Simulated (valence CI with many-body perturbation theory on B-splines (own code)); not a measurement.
The numbers below are computed, except where a source is named.
# Sensitivity of CI+MBPT for Hf31+

Level of theory: relativistic CI+MBPT: five valence electrons over a frozen Dirac-Fock core [Kr], radial functions for each j: 6 s, 6 p, 5 d, 5 f, 1 g, with the one-electron correlation potential Σ1 (screened to all orders), the two-electron term Σ2, the three-electron term Σ3, Breit, model QED; selected single and double excitations, second order for the rest, scaled by the run's own slope (own B-spline code, finite nucleus).

The last digits are not significant, and no measured levels were compared; by estimate large intervals hold to a few tenths of a per cent, small ones and those within an open d or f shell to about a per cent. Only levels of the ground parity were solved; by the run's estimate the other parity begins above the list, which can be wrong where configurations are misplaced.

The reference run has the lowest level (4d3/2^4 4d5/2) J=5/2 and an ionisation energy of 1245.61 eV. Its largest variational space holds 9998 state functions.

Levels are named by their leading jj configuration (3d3/2^4 stands for four electrons in 3d with j = 3/2), which in mixed levels can hold well under half, so a name can repeat and another be missing. Letters in brackets count levels of one name in rising energy.

Changed runs:
A. size limit of the variational space 10000 → 1500
B. core polarisation of operators on → off
C. Breit term on → off
D. correlating orbitals by l 3 3 3 3 1 → 0 0 0 0 0 (bad on purpose)

Excitation energies of the reference run in cm⁻¹, and shifts in cm⁻¹:

| Level | Reference | A | B | C | D |
| --- | --- | --- | --- | --- | --- |
| (4d3/2^3 4d5/2^2) J=5/2 [a] | 84847 | +81 | 0 | +2225 | -436 |
| (4d3/2^3 4d5/2^2) J=7/2 [a] | 120743 | +373 | 0 | +2564 | +429 |
| (4d3/2^3 4d5/2^2) J=3/2 [a] | 124434 | +261 | 0 | +2124 | +505 |
| (4d3/2^3 4d5/2^2) J=11/2 | 128129 | +58 | 0 | +3372 | +303 |
| (4d3/2^3 4d5/2^2) J=9/2 | 139147 | +397 | 0 | +3001 | +688 |
| (4d3/2^3 4d5/2^2) J=5/2 [b] | 146054 | +311 | 0 | +2749 | +890 |
| (4d3/2^3 4d5/2^2) J=1/2 | 152280 | -111 | 0 | +2500 | +937 |
| (4d3/2^3 4d5/2^2) J=7/2 [b] | 161759 | +431 | 0 | +2659 | +1315 |
| (4d3/2^3 4d5/2^2) J=3/2 [b] | 200849 | +341 | 0 | +2620 | +1747 |
| (4d3/2^2 4d5/2^3) J=5/2 [a] | 205578 | +318 | 0 | +4372 | +57 |
| (4d3/2^2 4d5/2^3) J=7/2 [a] | 226316 | +397 | 0 | +5018 | +303 |
| (4d3/2^2 4d5/2^3) J=11/2 | 231470 | +475 | 0 | +5725 | +92 |
| Ionisation energy (eV) | 1245.61 | -0.029 | 0 | +0.35 | -0.12 |

No effect on these energies: B.
